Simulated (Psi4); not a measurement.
O (SMILES [O+]), charge +1, quartet; Psi4 1.11 with CCSD(T)/def2-TZVP.

The Psi4 input:
```
memory 2 GB

molecule mol {
1 4
  O     0.000000    0.000000    0.000000
}

set basis def2-tzvp
set reference uhf
set freeze_core true
set mp2_type conv
set scf_type pk
set puream true
set d_convergence 1e-8

energy('ccsd(t)')
print_variables()
```

It wrote (shortened):

```
   => Loading Basis Set <=

    Name: DEF2-TZVP
    Role: ORBITAL
    Keyword: BASIS

         ---------------------------------------------------------
                                   SCF
               by Justin Turney, Rob Parrish, Andy Simmonett
                          and Daniel G. A. Smith
                              UHF Reference
         ---------------------------------------------------------

  ==> Geometry <==

    Molecular point group: d2h
    Geometry (in Angstrom), charge = 1, multiplicity = 4:

       Center              X                  Y                   Z               Mass
    ------------   -----------------  -----------------  -----------------  -----------------
         O            0.000000000000     0.000000000000     0.000000000000    15.994914619570

  Running in d2h symmetry.

  Rotational constants: A = ************  B = ************  C = ************ [cm^-1]
  Rotational constants: A = ************  B = ************  C = ************ [MHz]
  Nuclear repulsion =    0.000000000000000

  Charge       = 1
  Multiplicity = 4
  Electrons    = 7
  Nalpha       = 5
  Nbeta        = 2

  ==> Algorithm <==

  SCF Algorithm Type is PK.
  DIIS enabled.
  MOM disabled.
  Fractional occupation disabled.
  Guess Type is CORE.
  Energy threshold   = 1.00e-08
  Density threshold  = 1.00e-08
  Integral threshold = 1.00e-12

  ==> Primary Basis <==

  Basis Set: DEF2-TZVP
    Blend: DEF2-TZVP
    Number of shells: 11
    Number of basis functions: 31
    Number of Cartesian functions: 36
    Spherical Harmonics?: true
    Max angular momentum: 3

  ==> Integral Setup <==

  Using in-core PK algorithm.
   Calculation information:
      Number of atoms:                   1
      Number of AO shells:              11
      Number of primitives:             20
      Number of atomic orbitals:        36
      Number of basis functions:        31

      Integral cutoff                 1.00e-12
      Number of threads:                 1

  Performing in-core PK
  Using 246512 doubles for integral storage.
  We computed 2211 shell quartets total.
  Whereas there are 2211 unique shell quartets.

  ==> DiskJK: Disk-Based J/K Matrices <==

    J tasked:                  Yes
    K tasked:                  Yes
    wK tasked:                  No
    Schwarz Cutoff:          1E-12

  Minimum eigenvalue in the overlap matrix is 3.0246900514E-02.
  Reciprocal condition number of the overlap matrix is 1.0671226447E-02.
[...]
  @UHF Final Energy:   -74.37400145932907
    Total Energy =                        -74.3740014593290653
[...]
      3   0   7  19         0.0317940795
      3   0   9  14         0.0317940795
      3   0   1  24         0.0315366143
      3   0   2  24        -0.0187952107

    SCF energy       (wfn)                    =  -74.374001459329065
    Reference energy (file100)                =  -74.374001459329079

    Opposite-spin MP2 correlation energy      =   -0.067689500955817
    Same-spin MP2 correlation energy          =   -0.028369277575246
    Singles MP2 correlation energy            =   -0.000000000000000
    MP2 correlation energy                    =   -0.096058778531063
      * MP2 total energy                      =  -74.470060237860139

    Opposite-spin CCSD correlation energy     =   -0.080651487871711
    Same-spin CCSD correlation energy         =   -0.030691952718942
    Singles CCSD correlation energy           =   -0.000000000000000
    CCSD correlation energy                   =   -0.111343440590653
      * CCSD total energy                     =  -74.485344899919738

            **************************
            *                        *
            *        CCTRIPLES       *
            *                        *
            **************************

    Wave function   =    CCSD_T
    Reference wfn   =      UHF

    Nuclear Rep. energy (wfn)                =    0.000000000000000
    SCF energy          (wfn)                =  -74.374001459329065
    Reference energy    (file100)            =  -74.374001459329079
    CCSD energy         (file100)            =   -0.111343440590653
    Total CCSD energy   (file100)            =  -74.485344899919738

    Number of ijk index combinations:
    Spin Case AAA:                                   4
    Spin Case BBB:                                   0
    Spin Case AAB:                                   6
    Spin Case ABB:                                   0
    AAA (T) energy                             =   -0.000108433997028
    BBB (T) energy                             =    0.000000000000000
    AAB (T) energy                             =   -0.001441556490318
    ABB (T) energy                             =    0.000000000000000
    (T) energy                                   =   -0.001549990487347
      * CCSD(T) total energy                     =  -74.486894890407072

  Variable Map:
  ----------------------------------------------------------------------------
[...]
  Array Variable Map:
  ----------------------------------------------------------------------------
[...]
[...]
```
